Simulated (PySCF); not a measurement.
PySCF input:

```python
from pyscf import gto, scf, dft

mol = gto.M(
    atom='''
    F    -1.06983530   -0.20220814    0.03222829
    C    -0.02402531    0.42395307   -0.00257683
    F     1.08585217   -0.08042724   -0.03051041
    ''',
    basis='def2-tzvpd',
    charge=1,
    spin=1,
    verbose=4,
)

mf = dft.UKS(mol, xc='tpssh').density_fit(auxbasis='def2-universal-jkfit')
mf.grids.level = 3
mf.conv_tol = 1e-9
mf.max_cycle = 100
mf.max_memory = 1500
mf.kernel()
if not mf.converged:
    mf = mf.newton()
    mf.kernel(mf.make_rdm1())
for _ in range(2):
    mo, _, stable, _ = mf.stability(return_status=True)
    if stable:
        break
    mf.kernel(mf.make_rdm1(mo, mf.mo_occ))
mf.analyze()
```

Question: What final total energy does it print?

Answer: -237.39437 Eh (TPSSh/def2-TZVPD).
